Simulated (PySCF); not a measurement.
CdHISe, SMILES [SeH][Cd][I].

Coordinates come from a PBE0-D3(BJ)/def2-SVP optimisation. The structure was generated by enumeration; whether it is a known compound was not checked. The def2 effective core potentials stand for the cores of Cd, I; spin–orbit coupling is left out. The values are those of a single conformer.

All values below come from IEF-PCM-M06-2X/def2-SVP (PySCF).

The values are the electrostatic part of the solvation free energy, E(continuum) − E(gas) at the gas-phase geometry, in a cavity of scaled van der Waals radii (PySCF's table); cavitation and dispersion terms are not included. A continuum can't describe solvent molecules that bind to the metal. In vacuum the orbital gap is 6.92 eV. The dipole moment in vacuum is 1.09 D.

Computed values in water (ε = 78.36), toluene (ε = 2.37), dimethylsulfoxide (ε = 46.83):
| solvent | ε | ΔG(elec) (kcal/mol) | dipole (D) | gap (eV) |
|---|---|---|---|---|
| water | 78.36 | -16.1 | 1.51 | 7.39 |
| toluene | 2.37 | -6.9 | 1.29 | 7.11 |
| dimethylsulfoxide | 46.83 | -15.9 | 1.50 | 7.38 |
